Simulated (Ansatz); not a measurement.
`CB(C)[SiH2]Cl`, relaxed with RKS PBE0-D4/def2-TZVP in the Gaussian-basis code of Ansatz from a PBE-D4/def2-SVP geometry. The force threshold is 0.005 eV/Å; the program also tests the step.

Charge 0, multiplicity 1.

Start:

```xyz
13

C     0.081    0.382    1.607
B     0.202    0.004    0.095
C     1.577   -0.336   -0.581
Si   -1.478   -0.087   -1.050
Cl   -3.132    0.771   -0.070
H    -0.190   -0.586    2.101
H     1.022    0.722    2.087
H    -0.757    1.067    1.848
H     1.542   -0.986   -1.478
H     1.947    0.657   -0.942
H     2.350   -0.708    0.124
H    -1.324    0.620   -2.375
H    -1.841   -1.519   -1.365
```

Problem. By how much does the energy fall, and how many steps does the optimiser take? (An estimate is asked.)

Solution. Ansatz gave: 4.71 kJ/mol, in 13 steps, 2 of them rejected.

Problem. Which bonds change most? (Best estimate.)

Solution. Ansatz gave: Si4–Cl5 from 2.106 to 2.073 Å; Si4–H13 from 1.511 to 1.490 Å; Si4–H12 from 1.509 to 1.489 Å; C1–H6 from 1.120 to 1.103 Å.

Problem. Give the relaxed structure. (Estimate.)

Solution. The calculation gave: 
```xyz
13

C     0.098    0.402    1.599
B     0.190    0.002    0.099
C     1.554   -0.349   -0.573
Si   -1.475   -0.093   -1.049
Cl   -3.159    0.619   -0.071
H    -0.225   -0.516    2.119
H     1.047    0.701    2.050
H    -0.678    1.138    1.824
H     1.508   -0.985   -1.460
H     1.953    0.621   -0.915
H     2.295   -0.746    0.126
H    -1.336    0.702   -2.301
H    -1.772   -1.497   -1.449
```
